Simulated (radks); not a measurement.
Spherical jellium clusters: N electrons in a uniform positive sphere of charge N and radius rs N^(1/3), rs = 4.18 bohr. Calculated with a radial shooting solver with Libxc functionals: non-relativistic Kohn-Sham, exchange-only LDA, spin-polarised, spherical densities. Levels are named by radial order and angular momentum (1s, 1p, 1d, 2s, ...), and open shells are averaged over m.

N = 3, configuration 1s2 1p(up 1, down 0). This is the lowest configuration that the search found. Occupied and some empty levels:

| level | occupation | eigenvalue (eV) | <r> (bohr) |
|---|---|---|---|
| 1s up | 1 | -3.2114 | 4.649 |
| 1s down | 1 | -2.6830 | 4.416 |
| 1p up | 1 | -1.6069 | 6.283 |
| 1p down | 0 | -0.93411 | 6.387 |
| 2s up | 0 | -0.35122 | 11.07 |
| 1d up | 0 | -0.14512 | 9.740 |
| 2s down | 0 | -0.027511 | 14.48 |

Energy (eV): total -2.34636, kinetic 4.5175, external -45.632, Hartree 21.632, exchange-correlation -7.2383, background 24.374.
